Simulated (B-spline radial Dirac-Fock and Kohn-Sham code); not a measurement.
## Binding energies of Pb²⁺ at several levels of theory

System: Pb²⁺, [Xe] 4f14 5d10 6s2.

The density-functional columns are spherical, spin-unpolarised Dirac-Kohn-Sham results without Breit or QED terms: −ε is minus the orbital energy of the initial state and ΔSCF the difference of two total energies. The reference in the last column comes from relaxed Dirac-Fock hole states (ΔSCF) with Breit and QED corrections and a finite nucleus. All numbers are from a B-spline atomic structure program, in eV; a selection of levels is shown. The Kohn-Sham columns are given as differences from the reference. For the 1s level of heavy atoms much of the gap between ΔSCF and the reference is the Breit and QED part, -493.9 eV here; for other levels the error of the functional can be larger.

```tsv
level	LDA −ε − DF	LDA ΔSCF − DF	PBE −ε − DF	PBE ΔSCF − DF	Dirac-Fock
1s	-159.3	+483.7	-90.7	+554.6	88025.0
2s	-173.8	-53.3	-163.4	-43.3	15892.8
2p1/2	-116.7	+39.6	-111.8	+44.4	15224.6
2p3/2	-139.2	-10.2	-136.6	-7.8	13060.2
3s	-97.8	-61.7	-95.1	-59.1	3883.3
3p1/2	-77.5	-38.5	-76.4	-37.5	3584.8
3p3/2	-77.3	-42.7	-76.9	-42.4	3096.8
3d3/2	-54.4	-12.6	-54.7	-13.0	2612.1
3d5/2	-56.2	-16.0	-56.5	-16.4	2510.0
4s	-55.6	-38.8	-54.3	-37.5	924.9
4p1/2	-46.7	-29.9	-46.1	-29.4	795.3
4p3/2	-46.2	-30.4	-45.5	-29.7	675.1
4d3/2	-33.0	-17.4	-33.0	-17.4	464.2
4d5/2	-33.0	-17.6	-32.9	-17.6	441.8
4f5/2	-14.0	+1.1	-14.5	+0.6	166.6
4f7/2	-14.2	+0.8	-14.7	+0.2	161.7
5s	-18.8	-9.3	-19.2	-9.7	179.6
5p1/2	-14.2	-5.2	-14.7	-5.6	133.7
5p3/2	-14.6	-6.1	-14.8	-6.3	111.5
5d3/2	-6.0	+1.5	-6.2	+1.2	45.65
5d5/2	-6.1	+1.2	-6.3	+1.0	43.09
6s	-1.9	+3.1	-2.4	+2.6	29.78
```

For the outermost level NIST gives 31.9373 eV (measured); the differences from it are LDA −ε -4.09, LDA ΔSCF +0.92, PBE −ε -4.52, PBE ΔSCF +0.45, Dirac-Fock -2.15 eV.

Values without a named source are computed, but for edge energies of neutral atoms, which are taken from tables.
